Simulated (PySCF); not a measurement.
C5H6O2, SMILES Cc1coc(O)c1.

Geometry optimised at TPSSh-D3(BJ)/def2-SVP. Other conformers were not sampled.

Level of theory: PBE/def2-TZVP run with PySCF.

The molecule is in vacuum.

total energy: -344.29414 hartree
point group: Cs
highest occupied level: -4.78 eV
lowest empty level: -0.15 eV
orbital gap: 4.63 eV
dipole moment: 2.03 D
quadrupole, principal values (traceless, Buckingham form, about the centre of nuclear charge): -6.16, -6.13, 12.30 D·Å
mean static polarisability: 65.0 bohr³ (9.64 Å³)
polarisability, principal values: 42.8, 69.2, 83.1 bohr³
